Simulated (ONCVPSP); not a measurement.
**Transferability test, ONCV potential for rhenium**

```
Element                 : rhenium (Re)
Generator               : ONCVPSP 4.0.1
Type                    : optimised norm-conserving Vanderbilt (ONCV)
Functional              : PBEsol
Relativity              : scalar-relativistic
Frozen core             : [Kr] 4d10 4f14
Valence charge          : 15
Reference configuration : 5s2 5p6 5d5 6s2
Partial waves           : 5s+6s: rc 1.60 bohr, ncon 3, nbas 7, qcut 7.4 1/bohr, 2 projectors; 5p: rc 1.80 bohr, ncon 4, nbas 7, qcut 9 1/bohr, 1 projector; 5d: rc 2.30 bohr, ncon 3, nbas 8, qcut 8.1 1/bohr, 1 projector
Local potential         : polynomial inside 1.50 bohr (lpopt 5, dvloc0 4 Ha)
Core correction         : Teter function, fcfact 2, rcfact 1.75
```

Energies are relative to the spin-unpolarised reference configuration 5s2 5p6 5d5 6s2; without spin polarisation the order of configurations can differ from experiment.

| valence configuration | charge | ΔE all-electron (eV) | error AE − PS (meV) |
| --- | --- | --- | --- |
| 5s2 5p6 5d5 6s1 | +1 | 9.293 | -4.7 |
| 5s2 5p6 5d5 6s0 | +2 | 25.637 | -17 |
| 5s2 5p6 5d4 6s0 | +3 | 52.795 | -23 |
| 5s2 5p6 5d5 6s1 6p1 | 0 | 4.843 | +69 |

Levels in the configuration 5s2 5p6 5d5 6s1 6p1:

```csv
level,all-electron (eV),pseudo (eV)
5s,-86.992,-86.925
5p,-48.737,-48.661
5d,-6.933,-6.866
6s,-7.111,-7.066
6p,-2.121,-2.157
```
